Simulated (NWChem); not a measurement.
System: BCl cation, doublet; SMILES of the neutral closed-shell parent BCl

NWChem printed, in part:

```
             Northwest Computational Chemistry Package (NWChem) 7.3.0
             --------------------------------------------------------

 ORDER OF PRIMARY AXIS IS BEING SET TO 4
 C4V symmetry detected

                             Geometry "geometry" -> ""
                             -------------------------

 Output coordinates in angstroms (scale by  1.889725989 to convert to a.u.)

  No.       Tag          Charge          X              Y              Z
 ---- ---------------- ---------- -------------- -------------- --------------
    1 B                    5.0000     0.00000000     0.00000000    -1.23919800
    2 Cl                  17.0000     0.00000000     0.00000000     0.36447000

 Effective nuclear repulsion energy (a.u.)      28.0482407612

      Symmetry information
      --------------------

 Group name             C4v
 Group number             18
 Group order               8
 No. of unique centers     2

  xc_inp: hfexch multiplicative factor not found.

                                 NWChem DFT Module
                                 -----------------

 Summary of "ao basis" -> "ao basis" (spherical)
 ------------------------------------------------------------------------------
       Tag                 Description            Shells   Functions and Types
 ---------------- ------------------------------  ------  ---------------------
 B                         def2-tzvp                11       31   5s3p2d1f
 Cl                        def2-tzvp                13       37   5s5p2d1f

      Symmetry analysis of basis
      --------------------------

        a1         24
        a2          0
        b1          6
        b2          6
        e          32

            General Information
            -------------------
          SCF calculation type: DFT
          Wavefunction type:  spin polarized.
          No. of atoms     :     2
          No. of electrons :    21
           Alpha electrons :    11
            Beta electrons :    10
          Charge           :     1
          Spin multiplicity:     2
          Use of symmetry is: on ; symmetry adaption is: on
          Maximum number of iterations: 150
          AO basis - number of functions:    68
                     number of shells:    24
          Convergence on energy requested:  1.00D-06
          Convergence on density requested:  1.00D-05
          Convergence on gradient requested:  5.00D-04

              XC Information
              --------------
                     Hartree-Fock (Exact) Exchange  1.000

      Superposition of Atomic Density Guess
      -------------------------------------

 Sum of atomic energies:        -484.01240145

 Renormalizing density from      22.00 to     21

      Non-variational initial energy
      ------------------------------

 Total energy =    -470.273378
 1-e energy   =    -689.944400
 2-e energy   =     191.622782
 HOMO         =      -0.599466
 LUMO         =      -0.318450

   Symmetry analysis of molecular orbitals - initial alpha
   -------------------------------------------------------

 !! scf_movecs_sym_adapt:   12 vectors were symmetry contaminated

  Symmetry fudging

 !! scf_movecs_sym_adapt:   10 vectors were symmetry contaminated

  Numbering of irreducible representations:

     1 a1          2 a2          3 b1          4 b2          5 e

  Orbital symmetries:

     1 a1          2 a1          3 a1          4 e           5 e
     6 a1          7 a1          8 a1          9 e          10 e
    11 a1         12 e          13 e          14 a1         15 a1
    16 e          17 e          18 a1         19 b1         20 b2
    21 a1

   Symmetry analysis of molecular orbitals - initial beta
   ------------------------------------------------------

 !! scf_movecs_sym_adapt:   12 vectors were symmetry contaminated

  Symmetry fudging

 !! scf_movecs_sym_adapt:   10 vectors were symmetry contaminated

  Numbering of irreducible representations:

     1 a1          2 a2          3 b1          4 b2          5 e

  Orbital symmetries:

     1 a1          2 a1          3 a1          4 e           5 e
     6 a1          7 a1          8 a1          9 e          10 e
    11 a1         12 e          13 e          14 a1         15 a1
    16 e          17 e          18 a1         19 b1         20 b2
    21 a1

     ---------------------------------------------
      Total Density - Mulliken Population Analysis
     ---------------------------------------------

    Atom       Charge   Shell Charges
 -----------   ------   -------------------------------------------------------
    1 B    5     3.77   0.92  1.06  0.58  0.58  0.11  0.26  0.17  0.01  0.03  0.03  0.01
    2 Cl  17    17.23   2.01  0.48  1.49  1.37  0.58  4.37  1.55  1.50  3.08  0.76  0.02  0.03  0.00

     --------------------------------------------
      Spin Density - Mulliken Population Analysis
     --------------------------------------------

    Atom       Charge   Shell Charges
 -----------   ------   -------------------------------------------------------
    1 B    5     0.87   0.01 -0.02  0.24  0.39  0.09  0.09  0.05  0.01  0.00  0.00  0.00
    2 Cl  17     0.13   0.00  0.00 -0.00  0.02 -0.01  0.01 -0.00  0.05  0.08 -0.02  0.00  0.00 -0.00

 !! scf_movecs_sym_adapt:   12 vectors were symmetry contaminated

  Symmetry fudging

 !! scf_movecs_sym_adapt:   12 vectors were symmetry contaminated

 !! scf_movecs_sym_adapt:   12 vectors were symmetry contaminated

  Symmetry fudging

 !! scf_movecs_sym_adapt:   12 vectors were symmetry contaminated

   convergence    iter        energy       DeltaE   RMS-Dens  Diis-err
 ---------------- ----- ----------------- --------- --------- ---------
 d= 0,ls=0.0,diis     1   -483.5004741784 -5.12D+02  1.12D-02  1.54D+00
                                                     9.37D-03  1.48D+00

 !! scf_movecs_sym_adapt:   12 vectors were symmetry contaminated

  Symmetry fudging

 !! scf_movecs_sym_adapt:   10 vectors were symmetry contaminated

 !! scf_movecs_sym_adapt:   12 vectors were symmetry contaminated

  Symmetry fudging

 !! scf_movecs_sym_adapt:    8 vectors were symmetry contaminated

 d= 0,ls=0.0,diis     2   -483.7190410075 -2.19D-01  4.04D-03  2.77D-01
                                                     4.09D-03  2.88D-01

 !! scf_movecs_sym_adapt:   10 vectors were symmetry contaminated

  Symmetry fudging

 !! scf_movecs_sym_adapt:    6 vectors were symmetry contaminated

 !! scf_movecs_sym_adapt:   10 vectors were symmetry contaminated

  Symmetry fudging

 !! scf_movecs_sym_adapt:    4 vectors were symmetry contaminated

 d= 0,ls=0.0,diis     3   -483.8207079405 -1.02D-01  1.16D-03  9.66D-03
                                                     5.72D-04  5.13D-03

 !! scf_movecs_sym_adapt:   10 vectors were symmetry contaminated

  Symmetry fudging

 !! scf_movecs_sym_adapt:    2 vectors were symmetry contaminated

 !! scf_movecs_sym_adapt:   10 vectors were symmetry contaminated

  Symmetry fudging

 !! scf_movecs_sym_adapt:    4 vectors were symmetry contaminated

 d= 0,ls=0.0,diis     4   -483.8262489814 -5.54D-03  5.86D-04  7.78D-04
                                                     3.22D-04  4.71D-04

 !! scf_movecs_sym_adapt:    8 vectors were symmetry contaminated

  Symmetry fudging

 !! scf_movecs_sym_adapt:    4 vectors were symmetry contaminated

 !! scf_movecs_sym_adapt:   10 vectors were symmetry contaminated

  Symmetry fudging

 !! scf_movecs_sym_adapt:    2 vectors were symmetry contaminated

 d= 0,ls=0.0,diis     5   -483.8273443065 -1.10D-03  1.88D-04  8.01D-05
                                                     1.43D-04  6.71D-05

 !! scf_movecs_sym_adapt:    8 vectors were symmetry contaminated

  Symmetry fudging

 !! scf_movecs_sym_adapt:    2 vectors were symmetry contaminated

 !! scf_movecs_sym_adapt:    8 vectors were symmetry contaminated

  Symmetry fudging

 !! scf_movecs_sym_adapt:    2 vectors were symmetry contaminated

  Resetting Diis
 d= 0,ls=0.0,diis     6   -483.8274842298 -1.40D-04  7.12D-05  1.49D-05
                                                     6.97D-05  1.03D-05

 !! scf_movecs_sym_adapt:    8 vectors were symmetry contaminated

  Symmetry fudging

 !! scf_movecs_sym_adapt:    4 vectors were symmetry contaminated

 !! scf_movecs_sym_adapt:    6 vectors were symmetry contaminated

  Symmetry fudging

 !! scf_movecs_sym_adapt:    2 vectors were symmetry contaminated

 d= 0,ls=0.0,diis     7   -483.8275119027 -2.77D-05  2.16D-05  2.82D-06
                                                     2.43D-05  3.66D-06

 !! scf_movecs_sym_adapt:    8 vectors were symmetry contaminated

  Symmetry fudging

 !! scf_movecs_sym_adapt:    4 vectors were symmetry contaminated

 !! scf_movecs_sym_adapt:    6 vectors were symmetry contaminated

  Symmetry fudging

 !! scf_movecs_sym_adapt:    2 vectors were symmetry contaminated

 d= 0,ls=0.0,diis     8   -483.8275179531 -6.05D-06  4.39D-05  1.64D-06
                                                     4.23D-05  1.58D-06

 !! scf_movecs_sym_adapt:    4 vectors were symmetry contaminated

  Symmetry fudging

 !! scf_movecs_sym_adapt:    4 vectors were symmetry contaminated

 !! scf_movecs_sym_adapt:    4 vectors were symmetry contaminated

  Symmetry fudging

 !! scf_movecs_sym_adapt:    2 vectors were symmetry contaminated

 d= 0,ls=0.0,diis     9   -483.8275245198 -6.57D-06  1.18D-05  1.60D-07
                                                     1.35D-05  3.29D-07

 !! scf_movecs_sym_adapt:    6 vectors were symmetry contaminated

  Symmetry fudging

 !! scf_movecs_sym_adapt:    2 vectors were symmetry contaminated

 !! scf_movecs_sym_adapt:    6 vectors were symmetry contaminated

  Symmetry fudging

 !! scf_movecs_sym_adapt:    2 vectors were symmetry contaminated

 d= 0,ls=0.0,diis    10   -483.8275253050 -7.85D-07  1.04D-05  8.53D-08
                                                     8.26D-06  5.17D-08

 !! scf_movecs_sym_adapt:    2 vectors were symmetry contaminated

[...]
```

Level: UHF/def2-TZVP. The geometry was optimised at PBE0/def2-SVP, spin-unrestricted. The spin multiplicity was typed, not searched, and may not be the lowest. No stability test was run on the SCF state.

Question: Reconstruct the input file.

Answer: Several could match; the one computed here: the input that was run:
```
start job
memory heap 200 mb stack 900 mb global 1100 mb
charge 1
geometry units angstroms noautoz
  B      0.000000     0.000000    -1.213351
  Cl     0.000000     0.000000     0.390317
end
basis spherical
  B library def2-tzvp
  Cl library def2-tzvp
end
dft
  odft
  mult 2
  xc hfexch
  iterations 150
  mulliken
end
task dft energy
```
